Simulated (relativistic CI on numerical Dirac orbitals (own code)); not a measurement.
# Spin-allowed bands of a d2 ion in an octahedral site, by hand

Problem. Take Δ = 7250 cm⁻¹ and B = 710 cm⁻¹ for a d2 ion in an octahedral site. Calculate the three spin-allowed bands.

Working.
1. The terms of highest spin are 3F (energy 0) and 3P (15B = 10650 cm⁻¹). Here the F term splits into A2 at +1.2Δ = 8700, T2 at +0.2Δ = 1450 and T1 at −0.6Δ = -4350 cm⁻¹.
2. The two T1 states mix through the element 0.4Δ: H = [[-4350, 2900], [2900, 10650]], with roots ½(H₁₁ + H₂₂) ∓ ½√[(H₂₂ − H₁₁)² + 4H₁₂²] = ½(6300) ∓ ½(16082) = -4891 and 11191 cm⁻¹.
3. The ground term is 3T1 at -4891 cm⁻¹.
4. Bands: 3T2 6341 cm⁻¹ (1577 nm), 3A2 13591 cm⁻¹ (736 nm), 3T1(P) 16082 cm⁻¹ (622 nm).

Check. Exact diagonalisation of the whole d2 shell with these parameters gives 3T2 6341, 3A2 13591, 3T1 16082 cm⁻¹. The match is exact, since without spin-orbit coupling no other term has this spin. The ratio of the second band to the first, 2.143, depends on Δ/B = 10.2 alone, which is how a Tanabe-Sugano diagram is read.
